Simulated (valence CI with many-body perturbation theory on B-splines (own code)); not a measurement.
As III: calculation against measured levels

Calculated by valence CI with perturbative core correlation (CI+MBPT): three valence electrons over a frozen Dirac-Fock core [Ar] 3d10, radial functions for each j: 11 s, 11 p, 9 d, 7 f, 5 g, 2 h, 1 i, with the one-electron correlation potential Σ1 (screened to all orders), the two-electron term Σ2, the three-electron term Σ3, Breit, model QED; selected single and double excitations, second order for the rest, scaled by the run's own slope (own B-spline code, finite nucleus).

Against 13 measured levels this calculation errs by 202 cm⁻¹ on average and by 431 at most. These come from a selection out of Moore, Atomic Energy Levels, vol. II, NSRDS-NBS 35 (1971 reprint of NBS Circular 467, 1952), an old analysis. Levels without a partner in it may be off by more.

Measured levels: Moore, Atomic Energy Levels, vol. II, NSRDS-NBS 35 (1971 reprint of NBS Circular 467, 1952). Pairs share parity and J, and are chosen by configuration, term and nearness in energy; levels without a clear partner are left out. The analysis is old, and some levels have since been revised. Energies in cm⁻¹ above the measured ground level. The last column is blank where CI alone has no clear partner.

```tsv
Computed label	Label in the source	Measured	Computed	Difference	CI alone, difference
4s²4p ²P°_1/2	4s2 4p 2P°	0	0.0	0	0
4s²4p ²P°_3/2	4s2 4p 2P°	2940	2931.6	-8	-163
4s4p² ²D_3/2	4s 4p2 2D	85309	85004.0	-305	-3356
4s4p² ²D_5/2	4s 4p2 2D	85630	85326.2	-304	-3357
4s²5s ²S_1/2	4s2 5s 2S	106694	106624.0	-70	-2484
4s4p² ²S_1/2	4s 4p2 2S	107806	107472.9	-333	-1809
4s4p² ²P_1/2	4s 4p2 2P	113938	113841.9	-96	+348
4s4p² ²P_3/2	4s 4p2 2P	115425	115338.3	-87	
4s²4d ²D_3/2	4s2 4d 2D	117651	117514.5	-137	
4s²5p ²P°_1/2	4s2 5p 2P°	131458	131297.8	-160	-2544
4s²5p ²P°_3/2	4s2 5p 2P°	132181	132014.8	-166	-2572
4s²6s ²S_1/2	4s2 6s 2S	162889	162457.8	-431	-2921
4s²5d ²D_3/2	4s2 5d 2D	165623	165361.3	-262	-2899
4s²5d ²D_5/2	4s2 5d 2D	165708	165447.3	-261	-2897
```

Over 13 excited levels the mean absolute difference is 202 cm⁻¹, the median 166 and the largest 431. For the 11 levels that pair on every rung the mean is CI alone 2304, + Σ1 1262, + Σ2 112, + Σ3 135, + Breit 202, + QED 218. The comparison draws on a selection of the measured levels: 14 of the 51 computed ones have a partner in it, and others may be off by more.
